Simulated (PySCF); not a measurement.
An equivalent PySCF input for Pb³⁺ (lead, charge +3), [Xe] 4f14 5d10 6s1, 2S determinant, with scalar relativity by spin-free X2C-1e:

```python
from pyscf import gto, scf, dft, mp, cc
import basis_set_exchange as bse
mol = gto.M(atom="Pb 0 0 0", charge=3, spin=1, symmetry="D2h",
            basis=gto.basis.parse(bse.get_basis("aug-cc-pwCVTZ-DK3", elements=["Pb"], fmt="nwchem", augment_diffuse=1)),
            nucmod="G")
mf = dft.UKS(mol, xc="HYB_MGGA_XC_R2SCANH").sfx2c1e()
mf.irrep_nelec = {'Ag': (12, 11), 'B1g': (3, 3), 'B2g': (3, 3), 'B3g': (3, 3), 'Au': (1, 1), 'B1u': (6, 6), 'B2u': (6, 6), 'B3u': (6, 6)}
mf.kernel()
```

It reaches the same state as the run whose output follows, with an energy that differs only through the grid. The run itself started from symmetry-adapted Hartree-Fock orbitals and held the occupation by maximum overlap, on a logarithmic radial grid, so the iterations belong to that start.

```
SCF conv_tol = 1e-09
number electrons alpha = 40  beta = 39
XC functionals = HYB_MGGA_XC_R2SCANH
    M. Bursch, H. Neugebauer, S. Ehlert, and S. Grimme.,  J. Chem. Phys. 156, 134105 (2022)
cycle= 1 E= -20882.0282900811  delta_E= -0.014  |g|= 0.169  |ddm|= 0.86
cycle= 2 E= -20882.0286281884  delta_E= -0.000338  |g|= 0.131  |ddm|= 0.221
cycle= 3 E= -20882.0297230159  delta_E= -0.00109  |g|= 0.012  |ddm|= 0.0725
cycle= 4 E= -20882.0297412578  delta_E= -1.82e-05  |g|= 0.000375  |ddm|= 0.0134
cycle= 5 E= -20882.0297413099  delta_E= -5.21e-08  |g|= 3.01e-05  |ddm|= 0.00184
cycle= 6 E= -20882.0297413101  delta_E= -2.8e-10  |g|= 1.68e-06  |ddm|= 0.000142
converged SCF energy = -20882.0297413101  <S^2> = 0.75127071  2S+1 = 2.0012703
```

Spin-orbit coupling, which splits the p, d and f shells strongly at this Z, is absent.
